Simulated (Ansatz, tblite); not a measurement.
Removing and adding an electron: `C[Si](C)(C)C#Cc1ccc(-c2ccc(-c3ccc(-c4ccc(C#C[Si](C)(C)C)[se]4)[se]3)[se]2)[se]1`. The state is a singlet with charge 0. Geometry: PBE-D4/def2-SVP. Ansatz, gas phase; energy differences of separate SCF runs; the oxidised species was run as a doublet alone; the reduced species was run as a doublet alone.

The xTB rows come from tblite. Single mean-field runs in def2-SVP are fitted with def2-universal-jkfit.

```json
{"level": "GFN1-xTB", "−HOMO (eV)": "10.14", "vertical IE (eV)": "11.58", "−LUMO (eV)": "8.70", "vertical EA (eV)": "7.26", "HOMO–LUMO gap (eV)": "1.44", "IE − EA (eV)": "4.31"}
{"level": "GFN2-xTB", "−HOMO (eV)": "9.57", "vertical IE (eV)": "10.96", "−LUMO (eV)": "8.19", "vertical EA (eV)": "6.79", "HOMO–LUMO gap (eV)": "1.38", "IE − EA (eV)": "4.17"}
{"level": "PBE-D4/def2-SVP", "−HOMO (eV)": "4.55", "vertical IE (eV)": "6.00", "−LUMO (eV)": "3.08", "vertical EA (eV)": "1.74", "HOMO–LUMO gap (eV)": "1.47", "IE − EA (eV)": "4.26"}
{"level": "PBE0-D4/def2-SVP", "−HOMO (eV)": "5.32", "vertical IE (eV)": "6.29", "−LUMO (eV)": "2.65", "vertical EA (eV)": "1.75", "HOMO–LUMO gap (eV)": "2.67", "IE − EA (eV)": "4.54"}
```

 Raw xTB energy differences between charge states are shifted by several eV; the methods need an empirical correction for them. Sets without diffuse functions give affinities that are too small.
